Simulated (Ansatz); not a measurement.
Basis-set extrapolation for C3H8BO (`[BH]OC(C)C`) radical (PBE0-D4/def2-TZVP geometry, frozen core, Ansatz). Multiplicity 2, UHF reference.

```csv
,def2-TZVPP,def2-QZVPP
HF,-217.875322,-217.885923
MP2 correlation,-0.836698,-0.893665
CCSD(T) correlation,-0.917085,not run
```

Energies in hartree. Use E(X) = E(∞) + A·exp(−7.88·√X) for Hartree–Fock and E(X) = E(∞) + B·X^(−2.97) for correlation, with X = 3 and 4, and add CCSD(T) minus MP2 of the smaller set to the MP2 limit.

Q: What is the CCSD(T) energy at the basis-set limit?

A: HF limit: -217.885923 + (-0.010601) × 0.13774 = -217.88738. MP2 limit: -0.893665 + (-0.056967) × 0.74074 = -0.93586. Higher-order term: -0.917085 − (-0.836698) = -0.08039. Total: -218.90363 hartree, 292.0 kJ/mol below CCSD(T)/def2-TZVPP.
